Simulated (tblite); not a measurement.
Parent: `[CH2:1]=[C:2]([SiH2:3][NH2:4])[N:5]([CH3:6])[CH3:7]` with C1–C2–Si3–N4 -136°, C2–Si3–N4–H 176° and 41°, C4H12N2Si.

Computed geometry: GFN2-xTB, gas phase. One conformer each, not checked by frequencies here.

```tsv
coordinate of the parent	value
C1=C2	1.339 Å
C2–Si3	1.895 Å
Si3–N4	1.728 Å
C2–N5	1.388 Å
N5–C6	1.444 Å
N5–C7	1.443 Å
C1–C2–Si3	118.0°
C1–C2–N5	123.0°
Si3–C2–N5	118.8°
C2–Si3–N4	107.2°
C2–N5–C6	118.4°
C2–N5–C7	118.5°
C6–N5–C7	113.2°
```

**Question.** How does the shared frame change in `[CH2:1]=[C:2]([SiH2:3][NH2:4])[N:5]([CH3:6])[CH2:7][CH3:8]` with C1–C2–Si3–N4 131°, C2–Si3–N4–H -48° and 178°, C1–C2–N5–C6 0°, C2–N5–C7–C8 123°, C5H14N2Si? Atoms pair as C1 = C1, C2 = C2, Si3 = Si3, N4 = N4, N5 = N5, C6 = C6, C7 = C7 (parent first).

**Answer.** 
```csv
parent,relative,value in the relative,change
C1=C2,C1=C2,1.341 Å,+0.002
C2–Si3,C2–Si3,1.895 Å,0.000
Si3–N4,Si3–N4,1.728 Å,0.000
C2–N5,C2–N5,1.381 Å,-0.007
N5–C6,N5–C6,1.442 Å,-0.002
N5–C7,N5–C7,1.445 Å,+0.002
C1–C2–Si3,C1–C2–Si3,117.7°,-0.3
C1–C2–N5,C1–C2–N5,122.6°,-0.4
Si3–C2–N5,Si3–C2–N5,119.4°,+0.6
C2–Si3–N4,C2–Si3–N4,106.8°,-0.4
C2–N5–C6,C2–N5–C6,118.8°,+0.4
C2–N5–C7,C2–N5–C7,121.6°,+3.1
C6–N5–C7,C6–N5–C7,114.8°,+1.6
```

Of the parent's bonds, C2–N5 changes most (-0.007 Å). Bonds of the relative outside the shared frame: C7–C8 1.529 Å. Point group C1 → C1.

**Question.** How does the shared frame change in `[CH2:1]=[C:2]([SiH2:3][NH2:4])[N:5]([CH3:6])[CH2:7][CH2:8][NH2:9]` with C1–C2–Si3–N4 119°, C2–Si3–N4–H -13° and -158°, C1–C2–N5–C6 3°, C2–N5–C7–C8 82°, N5–C7–C8–N9 -63°, C5H15N3Si? Atoms pair as C1 = C1, C2 = C2, Si3 = Si3, N4 = N4, N5 = N5, C6 = C6, C7 = C7 (parent first).

**Answer.** 
```
   parent   relative  value in the relative  change
    C1=C2      C1=C2                1.339 Å   0.000
   C2–Si3     C2–Si3                1.900 Å  +0.005
   Si3–N4     Si3–N4                1.720 Å  -0.008
    C2–N5      C2–N5                1.387 Å  -0.001
    N5–C6      N5–C6                1.443 Å  -0.001
    N5–C7      N5–C7                1.440 Å  -0.003
C1–C2–Si3  C1–C2–Si3                 118.7°    +0.7
 C1–C2–N5   C1–C2–N5                 122.4°    -0.6
Si3–C2–N5  Si3–C2–N5                 118.5°    -0.3
C2–Si3–N4  C2–Si3–N4                 110.0°    +2.8
 C2–N5–C6   C2–N5–C6                 119.0°    +0.6
 C2–N5–C7   C2–N5–C7                 119.4°    +0.9
 C6–N5–C7   C6–N5–C7                 115.2°    +2.0
```

Of the parent's bonds, Si3–N4 changes most (-0.008 Å). Bonds of the relative outside the shared frame: C7–C8 1.540, C8–N9 1.457 Å. Point group C1 → C1.

**Question.** How does the shared frame change in `[CH2:1]=[C:2]([SiH2:3][NH2:4])[N:5]([CH3:6])[CH2:7][CH2:8][SiH3:9]` with C1–C2–Si3–N4 -1°, C2–Si3–N4–H -67° and 68°, C1–C2–N5–C6 -163°, C2–N5–C7–C8 -75°, N5–C7–C8–Si9 175°, C5H16N2Si2? Atoms pair as C1 = C1, C2 = C2, Si3 = Si3, N4 = N4, N5 = N5, C6 = C7, C7 = C6 (parent first).

**Answer.** 
```tsv
parent	relative	value in the relative	change
C1=C2	C1=C2	1.342 Å	+0.003
C2–Si3	C2–Si3	1.903 Å	+0.008
Si3–N4	Si3–N4	1.724 Å	-0.004
C2–N5	C2–N5	1.384 Å	-0.004
N5–C6	N5–C7	1.446 Å	+0.002
N5–C7	N5–C6	1.441 Å	-0.002
C1–C2–Si3	C1–C2–Si3	117.6°	-0.4
C1–C2–N5	C1–C2–N5	123.5°	+0.5
Si3–C2–N5	Si3–C2–N5	118.9°	+0.1
C2–Si3–N4	C2–Si3–N4	115.3°	+8.1
C2–N5–C6	C2–N5–C7	120.0°	+1.6
C2–N5–C7	C2–N5–C6	119.0°	+0.5
C6–N5–C7	C7–N5–C6	115.1°	+1.9
```

Of the parent's bonds, C2–Si3 changes most (+0.008 Å). Bonds of the relative outside the shared frame: C7–C8 1.532, C8–Si9 1.897 Å. Point group C1 → C1.
